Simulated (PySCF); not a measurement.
A series of derivatives of C=N[SiH2]C(C)C

Parent skeleton `[CH2:1]=[N:2][SiH2:3][CH:4]([CH3:5])[CH3:6]`; one hydrogen on atom 5 is replaced by X. Hydrogens on one atom are averaged.

No solvent model, one conformer, equivalent nuclei averaged, relativity neglected. Shielding tensors at PBE0/pcSseg-1 (GIAO); coordinates at the GFN2-xTB level; PySCF 2.14.

Shifts are taken against calculated references (same method and geometry level): TMS for ¹³C (186.93 ppm), ²⁹Si (349.16 ppm), ¹H (31.72 ppm); ¹⁵N (267.73 ppm) vs NH3.

Parent (X = H): C1 171.0, N2 427.2, Si3 -27.8, C4 19.9, C5 20.6, C6 20.6, H(C1) 8.73, H(Si3) 4.88, H(C4) 0.94 ppm. Effects are Δδ = δ(X) − δ(H), positive for deshielding.

(1) Order these by the shift of Si3, most shielded first.
A. X = N=CH2
B. X = CH3
C. X = COOCH3
D. X = CF3

(2) Order these by the shift of H(C4), most shielded first.
A. X = SH
B. X = COOCH3
C. X = CH3
D. X = CF3

(3) Order these by the shift of N2, most shielded first.
A. X = CH3
B. X = SH
C. X = COOCH3
D. X = N=CH2
E. X = isopropenyl
F. X = CF3

Results:

(1) A (-4.0 ppm), D (-1.2 ppm), C (+1.0 ppm), B (+5.4 ppm).

(2) A (-0.46 ppm), C (-0.13 ppm), D (+0.25 ppm), B (+0.51 ppm).

(3) C (-17.0 ppm), F (-13.4 ppm), D (-11.3 ppm), B (-3.9 ppm), E (-1.9 ppm), A (+0.4 ppm).

Experimental scales use liquid or dissolved standards, which lie at an offset from isolated NH3 (liquid NH3: subtract about 20 ppm). Unscaled 15N shifts of sp2 nitrogen come out 20 to 40 ppm too high even then.
